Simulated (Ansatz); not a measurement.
`ClB(Cl)[SeH]` and `SB(Cl)Cl` differ in one element.

Ansatz, PBE0-D4/def2-TZVP geometries, multiplicity 1. Each molecule was computed in one conformer, which needn't be the lowest.

Scalar relativity is left out up to krypton.

```tsv
property	`ClB(Cl)[SeH]`
HOMO energy (PBE0/def2-TZVPP) / eV	-7.82
HOMO–LUMO gap (B3LYP/def2-TZVPP) / eV	5.98
HOMO–LUMO gap (PBE/def2-TZVPP) / eV	4.38
size of the dipole moment (ωB97M-V/def2-TZVPP) / D	0.97
LUMO energy (PBE/def2-TZVPP) / eV	-2.31
size of the dipole moment (B3LYP/def2-TZVPP) / D	1.02
```

**Question.** What does the change do to each property? (An estimate is asked.)

**Answer.** Ansatz gave: 
| property | `SB(Cl)Cl` | shift |
| --- | --- | --- |
| HOMO energy (PBE0/def2-TZVPP) / eV | -8.35 | -0.53 |
| HOMO–LUMO gap (B3LYP/def2-TZVPP) / eV | 6.61 | 0.63 |
| HOMO–LUMO gap (PBE/def2-TZVPP) / eV | 4.91 | 0.53 |
| size of the dipole moment (ωB97M-V/def2-TZVPP) / D | 1.17 | 0.20 |
| LUMO energy (PBE/def2-TZVPP) / eV | -2.22 | 0.09 |
| size of the dipole moment (B3LYP/def2-TZVPP) / D | 1.19 | 0.17 |

With PBE0 the HOMO falls by 0.53 eV and the LUMO rises by 0.12 eV, so the gap widens by about 0.65 eV. PBE moves the HOMO by -0.44 eV and ωB97M-V by -0.56 eV. Dipoles are sizes alone; their direction can turn.

B3LYP here is the variant with VWN-RPA as its local correlation; programs differ in this.

Spin–orbit coupling is left out; it splits and shifts lone-pair levels of the heavy atoms by tenths of an eV.
